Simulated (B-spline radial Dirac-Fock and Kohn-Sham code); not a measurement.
# Ni²⁺ 2s: cross section and angular parameters

System: the Ni²⁺ ion, [Ar] 3d8; threshold 1026.5 eV (orbital energy of the model). These are calculated numbers from a radial finite-basis atomic code; the model is Dirac-Hartree-Slater photoionisation with a Latter tail; cross sections with all multipoles, angular parameters from the dipole term and its interference with E2.

For linearly polarised light dσ/dΩ = σ/(4π) [1 + β P₂(cos θ) + (δ + γ cos²θ) sin θ cos φ], with θ from the polarisation vector and φ the angle between the beam and the projection of the electron momentum on the plane normal to the polarisation.

```
hν (eV)  σ (kb)      β       γ
 1486.9    70.6  1.999   0.048
   1720       ?      ?       ?
   2000    42.5  1.999  -0.063
   2160    36.9  1.999  -0.053
   3260    16.5  1.999   0.155
   3800    12.0  1.999   0.279
   8850    1.76  1.999   1.260
  10800    1.08  1.999   1.552
  13600   0.599  1.999   1.919
  15000   0.465  1.998   2.085
```

Problem. Give the values at 1720 eV.

Solution. σ = 55.5 kb, β = 1.999, γ = -0.042. For an s subshell δ is negligible.
